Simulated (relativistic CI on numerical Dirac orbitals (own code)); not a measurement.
Method of calculation: Dirac-Coulomb-Breit CI, orbitals from a KLI potential per configuration, model QED (radiative potential, 1s self-energy scaled to tabulated hydrogen-like ionisation energies), unscaled Slater integrals (own radial code, finite nucleus).

CI space (outside the closed core [Ne]): 3s2.3p6.3d, 3s2.3p5.3d2, 3s.3p6.3d2, 3s2.3p6.4s, 3s2.3p6.4p, 3s2.3p6.4d, 3s2.3p5.3d.4s, 3s2.3p6.4f, 3s2.3p5.3d.4p, 3s2.3p5.3d.4d, 3s.3p6.3d.4s, 3s2.3p5.3d.4f, 3p6.3d2.4p, 3s.3p6.3d.4p, 3s.3p6.3d.4d, 3s2.3p6.5s, 3s2.3p6.5p, 3s.3p6.3d.4f, 3s2.3p6.5d, 3s2.3p6.5f, 3s2.3p6.5g, 3p6.3d3, 3p5.3d4, 3p5.3d3.4s, 3p6.3d2.4s, 3p5.3d2.4s2, 3p6.3d2.4d, 3p5.3d3.4d, 3p5.3d2.4s.4d. Double excitations out of closed p, d and f shells are left out; levels of such configurations are missing from the list, as are those of other unlisted configurations, and high levels can miss mixing partners. These lack a partner that the ground configuration has and come out too high: 3s2.3p5.3d.4p, 3s2.3p5.3d.4f.

At this charge energies of transitions that change n are usually good to better than 1 %, and those within a shell (Δn = 0) to a few per cent.

Outline of the computed level scheme of Au LXI. Lowest level of each configuration: 3s2.3p6.3d 2D_3/2 at 0.000 eV; 3s2.3p5.3d2 4D°_3/2 at 276.389 eV.

Some strong electric-dipole decays among the lowest 45 levels: 3s2.3p5.3d2 2D°_3/2 → 3s2.3p6.3d 2D_3/2 (1.0e+13 s⁻¹); 3s2.3p5.3d2 2D°_5/2 → 3s2.3p6.3d 2D_5/2 (6.7e+12 s⁻¹); 3s2.3p5.3d2 2P°_3/2 → 3s2.3p6.3d 2D_5/2 (6.7e+12 s⁻¹); 3s2.3p5.3d2 2F°_7/2 → 3s2.3p6.3d 2D_5/2 (5.6e+12 s⁻¹); 3s2.3p5.3d2 2P°_1/2 → 3s2.3p6.3d 2D_3/2 (5.1e+12 s⁻¹); 3s2.3p5.3d2 2D°_5/2 → 3s2.3p6.3d 2D_5/2 (1.7e+12 s⁻¹); 3s2.3p5.3d2 2P°_1/2 → 3s2.3p6.3d 2D_3/2 (1.7e+12 s⁻¹); 3s2.3p5.3d2 2F°_5/2 → 3s2.3p6.3d 2D_3/2 (1.6e+12 s⁻¹).

LS names give the leading component of a level, which can be under half, so a name can repeat, a term be missing and a line seem to break the LS rules.
